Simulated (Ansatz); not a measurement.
A series at B: from `BrB(Br)Br`, ligands are replaced one by one, each step taking up H₂O and setting free HBr; n counts the steps. Ansatz, PBE0-D4/def2-TZVP geometries. Each molecule was computed in one conformer, which needn't be the lowest.

| n | molecule | HOMO energy, ωB97M-V/def2-TZVPP (eV) |
| --- | --- | --- |
| 0 | `BrB(Br)Br` | ? |
| 1 | `OB(Br)Br` | -10.54 |
| 2 | `OB(O)Br` | -10.69 |
| 3 | `OB(O)O` | -11.81 |

Problem. By hand: fit a straight line y = ȳ + b (n − n̄) to the 3 given rows and predict n = 0.

Solution. n̄ = 2.000, ȳ = -11.013; Σ(n − n̄)(y − ȳ) = -1.270, Σ(n − n̄)² = 2.000, so b = -0.635 eV a step. Prediction: -11.013 + (-0.635) × (-2.000) = -9.74 eV.

Problem. By hand: compare with the computed value, -10.50 eV, and give the steps along the whole series.

Solution. The line misses by -0.76 eV (computed minus predicted). Steps: -0.04, -0.15, -1.12 eV.

One step carries most of the change, so a line is a poor guide. The highest orbital can change its character along such a series. The miss is 58.0 % of the series' range.

Spin–orbit coupling is left out; it splits and shifts lone-pair levels of the heavy atoms by tenths of an eV.
